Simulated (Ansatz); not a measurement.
Abridged output of a molecular run in Ansatz:

```
Functional definition: HF
2025 factors; integrals over basis functions are off by at most 1.2e-3 eV
mean field evaluation 1: about -12939.5460 eV, gradient 6.6e1 eV
mean field evaluation 2: about -12939.8109 eV, gradient 6.7e1 eV
mean field evaluation 4: about -12947.2667 eV, gradient 3.6e0 eV
mean field evaluation 8: about -12947.3441 eV, gradient 4.0e-1 eV
mean field -12947.34442132 eV, -475.8061314582 hartree, gradient 3.7e-6 eV, S^2 0.000000; 0 other end points of the search recorded, 0 dependent functions left out
6 core orbitals not correlated: weight in the atoms' cores, before any rotation towards them, 1.000 or more for the frozen orbitals, at most 0.000 for the correlated occupied ones
reference -12947.34442132 eV, -475.8061314582 hartree; 26, 26 occupied and 294, 294 virtual orbitals, 2025 factors
second order -44.71564084 eV of doubles, -0.00000000 eV of singles
cycle   1  -43.87861642 eV  change    8.4e-1 eV  update   1.7e-1
cycle   2  -44.90857581 eV  change    -1.0e0 eV  update   6.5e-2
cycle   3  -45.20735133 eV  change   -3.0e-1 eV  update   2.9e-2
cycle   4  -45.18691684 eV  change    2.0e-2 eV  update   7.9e-3
cycle   5  -45.17544518 eV  change    1.1e-2 eV  update   2.8e-3
cycle   6  -45.17731988 eV  change   -1.9e-3 eV  update   9.7e-4
cycle   7  -45.17736689 eV  change   -4.7e-5 eV  update   2.6e-4
cycle   8  -45.17706875 eV  change    3.0e-4 eV  update   1.2e-4
cycle   9  -45.17706577 eV  change    3.0e-6 eV  update   3.1e-5
perturbative correction -1.63902008 eV, -0.0602328770 hartree
Total energy: -12994.16050717 eV, -477.5265908800 hartree
```

Its atoms:

Cartesian coordinates in Å:
```
C 1.669 1.477 1.579
O 0.459 1.174 0.965
Hf -1.134 0.646 0.061
F -2.523 0.345 1.354
F -1.674 2.050 -1.134
O -0.854 -0.953 -0.939
C -0.550 -2.116 -1.639
H 1.529 1.603 2.657
H 2.397 0.675 1.416
H 2.081 2.406 1.173
H -1.265 -2.906 -1.393
H -0.591 -1.934 -2.717
H 0.456 -2.467 -1.385
```

(1) Which basis set was used?
A. def2-TZVPP
B. def2-SVP
C. def2-SVPD
D. cc-pV(Q+d)Z

(2) Write the keys of the input that set method, charge and spin (a neutral closed shell needs none for the last two).

Results:

(1) A. It gives 326 functions.

(2) 
```yaml
correlation: {method: ccsd_t}
```
